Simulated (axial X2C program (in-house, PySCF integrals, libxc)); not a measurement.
Outer orbitals of PdSi⁺ at 2.142 Å, B97-3

Computed with an in-house all-electron X2C program for linear molecules (integrals from PySCF). Spin-free means the one-electron spin-free X2C Hamiltonian; two-component (2c) means X2C with spin–orbit coupling and atomic mean-field two-electron Coulomb and Gaunt terms, so the difference of the two also holds small scalar two-electron terms. Basis: Pd dyall-v2z [10s10p7d2f], Si dyall-v2z [7s7p1d] (cores contracted in-house); Gaussian nuclei, density fitting, unrestricted open shells. Masses: Pd 105.903 u, Si 27.977 u.

The distance is close to the 2c PBE0 minimum; the highest filled and lowest empty levels are listed.

Spin-free orbitals, state M_S = 1/2, Λ = 0 (beyond evenly filled blocks: σα) (Löwdin shares):

```tsv
symmetry	occupied	ε (eV)	atomic character
σα	yes	-19.86	60% Si s, 18% Pd d, 11% Pd p
σβ	yes	-19.33	57% Si s, 21% Pd d, 10% Pd p
σα	yes	-15.01	65% Pd d, 19% Si p, 12% Si s
π-α	yes	-14.70	88% Pd d, 9% Si p
π+α	yes	-14.70	88% Pd d, 9% Si p
π+β	yes	-14.59	89% Pd d, 8% Si p
π-β	yes	-14.59	89% Pd d, 8% Si p
σβ	yes	-14.26	64% Pd d, 16% Si p, 14% Si s
δ-α	yes	-13.87	100% Pd d
δ+α	yes	-13.87	100% Pd d
δ+β	yes	-13.67	100% Pd d
δ-β	yes	-13.67	100% Pd d
σα	yes	-11.81	56% Si p, 27% Pd s, 14% Pd d
σβ	no	-9.19	53% Si p, 32% Pd s, 13% Pd d
π+α	no	-8.82	70% Si p, 14% Pd d, 11% Pd p
π-α	no	-8.82	70% Si p, 14% Pd d, 11% Pd p
π+β	no	-8.68	72% Si p, 13% Pd d, 11% Pd p
π-β	no	-8.68	72% Si p, 13% Pd d, 11% Pd p
```

Spinors with spin–orbit coupling (state Ω = 1/2):

```csv
ω,occupied,ε (eV),atomic character,λ mixture
1/2,yes,-19.86,"59% Si s, 18% Pd d, 11% Pd p",100% σ
-1/2,yes,-19.33,"57% Si s, 21% Pd d, 10% Pd p",100% σ
1/2,yes,-15.11,"71% Pd d, 16% Si p, 10% Si s","81% σ, 19% π"
-1/2,yes,-14.87,"86% Pd d, 9% Si p","89% π, 11% σ"
3/2,yes,-14.67,"88% Pd d, 9% Si p","94% π, 6% δ"
1/2,yes,-14.61,"84% Pd d, 11% Si p","81% π, 19% σ"
-3/2,yes,-14.59,"90% Pd d, 7% Si p","88% π, 12% δ"
-1/2,yes,-14.21,"66% Pd d, 16% Si p, 12% Si s","89% σ, 11% π"
-3/2,yes,-14.01,98% Pd d,"88% δ, 12% π"
3/2,yes,-13.83,99% Pd d,"94% δ, 6% π"
5/2,yes,-13.70,100% Pd d,100% δ
-5/2,yes,-13.50,100% Pd d,100% δ
1/2,yes,-11.81,"56% Si p, 27% Pd s, 14% Pd d",100% σ
-1/2,no,-9.19,"54% Si p, 31% Pd s, 13% Pd d","99% σ, 1% π"
-1/2,no,-8.84,"70% Si p, 14% Pd d, 11% Pd p","99% π, 1% σ"
3/2,no,-8.78,"70% Si p, 15% Pd d, 10% Pd p",100% π
1/2,no,-8.70,"72% Si p, 12% Pd d, 11% Pd p",100% π
```

Mulliken charges and populations of the two-component result (they depend on the basis, above all on diffuse functions):

Pd 0.18 e (s 8.45 p 18.11 d 19.25 f 0.01), Si 0.82 e (s 5.85 p 7.23 d 0.10). ⟨Lz⟩ = 0.00 ħ and ⟨Sz⟩ = 0.50 ħ (0.24 and 0.26 on the two atoms), which add up to Ω.

The state is one determinant whose occupation by symmetry is held fixed; it was picked as the lowest of a PBE0 search that is not exhaustive. Density functionals use the spin component along the axis (collinear).
